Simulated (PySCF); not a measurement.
These compounds are isomers of formula C8H4ClF3O.

A. SMILES O=C(Cl)c1ccc(C(F)(F)F)cc1
B. `FC(=C(c1ccc(O)cc1Cl)F)F`
C. 2-(trifluoromethyl)benzoyl chloride (SMILES O=C(Cl)c1ccccc1C(F)(F)F)

Spectrum 1. $^{1}$H NMR (500 MHz, computed): δ 8.38 (d, 1H), 8.18 (m, 1H), 7.98 (m, 1H), 7.98 (m, 1H). $^{13}$C{$^{1}$H} NMR (computed): δ 177.0 (C), 141.0 (C), 138.8 (CH), 138.5 (CH), 137.1 (CH), 136.4 (C), 132.6 (CH), 132.2 (C).

Spectrum 2. $^{1}$H NMR (500 MHz, computed): δ 8.77 (d, 2H), 8.19 (m, 2H). $^{13}$C{$^{1}$H} NMR (computed): δ 176.4 (C), 144.3 (C), 139.5 (CH), 139.2 (C), 132.9 (C), 132.6 (CH).

Spectrum 3. $^{1}$H NMR (500 MHz, computed): δ 7.76 (m, 1H), 7.32 (s, 1H), 6.71 (d, 1H), 4.61 (br s, 1H). $^{13}$C{$^{1}$H} NMR (computed): δ 167.1 (C), 164.9 (C), 146.3 (C), 136.6 (CH), 136.0 (C), 125.0 (C), 121.9 (CH), 116.5 (CH).

[PySCF 2.14.0 with density-fitted response routines: GIAO PBE0/pcSseg-1 shieldings; geometry: GFN2-xTB; one averaged value for each set of equivalent atoms; no solvent; non-relativistic; one conformer]

Scale: TMS for $^{1}$H and $^{13}$C (reference shieldings calculated alike). Splittings of carbon signals by F and P are missing where no couplings were computed. Where no couplings were computed, multiplicities follow the n + 1 count of equivalent neighbours, and m marks all less simple cases (inequivalent or close neighbours, rings, F or P nearby). Shifts are as computed. Against solution values, carbons near 30 ppm lie about +3 ppm off and those near 130 ppm about +5 ppm; carbons on Cl a further +6 ppm. Of 1211 compounds with measured shifts, 218 miss one by over three times the rms of a fit or turn the order of signals round; such compounds aren't used in these exercises. Carbons bonded to Cl come out too deshielded. OH and NH positions are gas-phase values without hydrogen bonding to other molecules.

Problem. Match each spectrum to its structure.

Solution. 1–C, 2–A, 3–B.

- Spectrum 1 (C): 8 $^{13}$C signals; δC 138.8 is an aromatic CH; δC 138.5 is an aromatic CH.
- Spectrum 2 (A): 6 $^{13}$C signals; δC 139.5 is an aromatic CH; δC 132.9 is a CF3 carbon.
- Spectrum 3 (B): 8 $^{13}$C signals; δC 164.9 is an aromatic carbon bearing oxygen; δC 136.6 is an aromatic CH.
